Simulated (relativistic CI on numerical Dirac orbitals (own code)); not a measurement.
**Re⁴¹⁺: q coefficients and field-shift factors**

Calculated at this level of theory: Dirac-Coulomb-Breit CI, orbitals from a KLI potential per configuration, derivatives by finite differences, unscaled Slater integrals, QED left out (own radial code, finite nucleus).

Configuration list (outside the closed core [Ar] 3d10): 4s2 4p4, 4s 4p5, 4s2 4p3 4d, 4p6, 4s 4p4 4d, 4s2 4p3 4f. Double excitations out of closed p, d and f shells are left out; levels of such configurations are missing from the list, as are those of other unlisted configurations, and high levels can miss mixing partners.

With x = (α/α₀)² − 1 an excitation energy changes as ω = ω₀ + qx; K = 2q/ω₀ is the relative enhancement. Terms are leading LS components, so labels can repeat. The field-shift factor is F = δν/δ⟨r²⟩ for the transition from the lowest level.

Lowest level 4s2 4p4 3P_2.

```
           Level  ω₀ (cm⁻¹)   q (cm⁻¹)       K  F (GHz/fm²)
    4s2 4p4 1S_0      83490       4460   0.107        -1.29
    4s2 4p4 3P_1     797729     995200     2.5         -153
    4s2 4p4 1D_2     836327     993200    2.38         -153
4s2 4p3 4d 3D°_2    1279626      58780  0.0919         5.33
4s2 4p3 4d 3D°_1    1304174      86110   0.132        -46.9
4s2 4p3 4d 3P°_0    1306296      56730  0.0868           20
4s2 4p3 4d 3F°_3    1312640      60790  0.0926         20.8
4s2 4p3 4d 3F°_4    1466040     229800   0.314         25.3
4s2 4p3 4d 3P°_2    1468574     392300   0.534         -382
4s2 4p3 4d 3D°_3    1590035     255900   0.322         19.3
4s2 4p3 4d 3D°_1    1611304     316600   0.393         -140
    4s2 4p4 3P_0    1668146  1.987e+06    2.38         -318
    4s 4p5 3P°_2    1694237     979500    1.16        -1750
    4s 4p5 1P°_1    1789403  1.048e+06    1.17        -1800
4s2 4p3 4d 3F°_2    2043321  1.043e+06    1.02         -129
4s2 4p3 4d 3D°_1    2043470  1.052e+06    1.03         -185
4s2 4p3 4d 5D°_0    2044956  1.063e+06    1.04         -181
4s2 4p3 4d 3F°_3    2075023  1.048e+06    1.01         -129
4s2 4p3 4d 3G°_4    2112934  1.042e+06   0.986         -129
4s2 4p3 4d 3F°_2    2160341  1.048e+06    0.97         -136
4s2 4p3 4d 3D°_3    2211389  1.207e+06    1.09         -125
4s2 4p3 4d 5D°_4    2217732  1.215e+06     1.1         -124
4s2 4p3 4d 3D°_1    2252759  1.208e+06    1.07         -281
```

At this charge energies of transitions that change n are usually good to better than 1 %, and those within a shell (Δn = 0) to a few per cent.
